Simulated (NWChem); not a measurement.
Species: GaPH4; SMILES [PH2][GaH2]

```xyz
6

Ga     0.0443     0.8534     0.0086
H     -1.3339     1.5732     0.2252
H      1.3583     1.6639    -0.2761
P      0.1027    -1.4558    -0.0942
H     -0.7584    -1.6725     1.0226
H      1.3201    -1.6027     0.6353
```
Atoms are numbered in this order, from 1.

Structure relaxed at the PBE0/def2-SVP level.

**Question.** Give the principal values of the shielding tensors (ppm) of Ga1, P4 from LDA (Slater exchange, VWN5)/pcSseg-1, GIAO (NWChem), with their diamagnetic and paramagnetic parts as GIAO splits them.

**Answer.** 
```tsv
atom	σ11	σ22	σ33	isotropic	diamagnetic	paramagnetic
Ga1	312.2	780.7	1387.6	826.8	2638.6	-1811.8
P4	405.9	516.8	611.8	511.5	967.8	-456.3
```
